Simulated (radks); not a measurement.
Results of a calculation; reference values are marked as such.
Pr0.75+, configuration [Kr] 4d10 4f3 5s(up 1, down 0.25) 5p6 6s2 (fractional occupations, a model configuration). Code: a radial shooting solver on a logarithmic mesh with Libxc functionals. Model: scalar-relativistic Kohn-Sham, BLYP, spin-polarised, spherical densities, point nucleus; open shells are filled with parallel spins first (spin-orbit coupling, left out, can overturn this in heavy ions).

Normalised radial functions P(r) = r R(r), r in bohr:

| r | 4f up | 6s down |
|---|---|---|
| 0.001567 | 0.0000 | 0.0183 |
| 0.001824 | 0.0000 | 0.0207 |
| 0.002124 | 0.0000 | 0.0233 |
| 0.002472 | 0.0000 | 0.0261 |
| 0.002901 | 0.0000 | 0.0293 |
| 0.003377 | 0.0000 | 0.0325 |
| 0.003932 | 0.0000 | 0.0359 |
| 0.004577 | 0.0000 | 0.0394 |
| 0.005329 | 0.0000 | 0.0428 |
| 0.006203 | 0.0000 | 0.0462 |
| 0.007222 | 0.0000 | 0.0491 |
| 0.008407 | 0.0000 | 0.0515 |
| 0.009787 | 0.0000 | 0.0530 |
| 0.01139 | 0.0000 | 0.0532 |
| 0.01326 | 0.0000 | 0.0518 |
| 0.01544 | 0.0001 | 0.0482 |
| 0.01798 | 0.0001 | 0.0420 |
| 0.02093 | 0.0002 | 0.0329 |
| 0.02436 | 0.0004 | 0.0204 |
| 0.02836 | 0.0007 | 0.0048 |
| 0.03328 | 0.0013 | -0.0146 |
| 0.03875 | 0.0022 | -0.0347 |
| 0.04511 | 0.0037 | -0.0546 |
| 0.05251 | 0.0061 | -0.0719 |
| 0.06113 | 0.0100 | -0.0831 |
| 0.07117 | 0.0162 | -0.0850 |
| 0.08285 | 0.0258 | -0.0743 |
| 0.09646 | 0.0402 | -0.0496 |
| 0.1123 | 0.0615 | -0.0118 |
| 0.1307 | 0.0919 | 0.0343 |
| 0.1522 | 0.1342 | 0.0802 |
| 0.1772 | 0.1906 | 0.1143 |
| 0.2062 | 0.2631 | 0.1245 |
| 0.2401 | 0.3520 | 0.1020 |
| 0.2795 | 0.4554 | 0.0463 |
| 0.3254 | 0.5686 | -0.0327 |
| 0.3819 | 0.6896 | -0.1177 |
| 0.4446 | 0.7956 | -0.1725 |
| 0.5175 | 0.8810 | -0.1779 |
| 0.6025 | 0.9346 | -0.1234 |
| 0.7014 | 0.9503 | -0.0179 |
| 0.8165 | 0.9281 | 0.1111 |
| 0.9506 | 0.8728 | 0.2256 |
| 1.107 | 0.7917 | 0.2893 |
| 1.288 | 0.6934 | 0.2780 |
| 1.5 | 0.5856 | 0.1866 |
| 1.746 | 0.4758 | 0.0299 |
| 2.033 | 0.3712 | -0.1605 |
| 2.366 | 0.2777 | -0.3461 |
| 2.755 | 0.1989 | -0.4916 |
| 3.207 | 0.1359 | -0.5726 |
| 3.733 | 0.0881 | -0.5802 |
| 4.381 | 0.0522 | -0.5166 |
| 5.1 | 0.0293 | -0.4105 |
| 5.938 | 0.0150 | -0.2892 |
| 6.912 | 0.0069 | -0.1789 |
| 8.047 | 0.0028 | -0.0958 |
| 9.368 | 0.0009 | -0.0439 |
| 10.91 | 0.0003 | -0.0168 |
| 12.7 | 0.0001 | -0.0053 |

4f up: eigenvalue -9.940 eV, 0 radial nodes, <r> = 1.10 bohr, 90 % of the charge inside 1.91 bohr. 6s down: eigenvalue -7.647 eV, 5 radial nodes at r = 0.0296, 0.117, 0.307, 0.717, 1.79 bohr, <r> = 3.97 bohr, 90 % of the charge inside 5.74 bohr.
